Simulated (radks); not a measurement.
Results of a calculation; reference values are marked as such.
Problem. These are the eigenvalues of the occupied orbitals of an atom or ion with whole-number occupations (eV). Code: a radial shooting solver on a logarithmic mesh with Libxc functionals. Model: Dirac Kohn-Sham, RPBE, spin-unpolarised, spherical densities, finite nucleus; Fermi nuclear charge, rms radius of each element as measured or else 0.836 A^(1/3) + 0.57 fm.

orbital  eigenvalue
1s1/2     -18818.20
2s1/2     -2646.821
2p1/2     -2430.061
2p3/2     -2334.296
3s1/2     -456.3418
3p1/2     -374.7589
3p3/2     -359.2469
3d3/2     -215.3670
3d5/2     -212.4789
4s1/2      -75.7141
4p1/2      -53.1743
4p3/2      -51.0574
4d3/2      -19.0855

Which element is it, and in what charge state? The configuration may be excited. Open shells, if any, fill j = l - 1/2 first.

Solution. Z = 41, niobium, charge +2: Nb2+ in [Kr] 4d3. The list shows which subshells hold electrons but not how many an open one holds; the 1s level, -691.56 hartree, gives Z - s = 37.2 by -(Z - s)^2/2, which with screening and relativity narrows Z to a few neighbours, and the depths of the outer levels then fix element, charge and occupations together.
